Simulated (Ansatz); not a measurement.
Species: CH₅AlO₂, SMILES `[OH][Al]([OH])[CH3]` (O–Al–O–H torsion -1°, O–Al–O–H torsion 1°) (charge 0, multiplicity 1), formula CH₅AlO₂.

Problem. How many basis functions does frozen-core CCSD(T)/cc-pVTZ // r2SCAN-D4/def2-TZVP run with Ansatz (a program for electronic structure) use, how many core orbitals are frozen, and how many electrons are correlated?

Solution. 194 basis functions and 8 frozen orbitals, which leaves 24 correlated electrons. Core time is of the order of minutes.
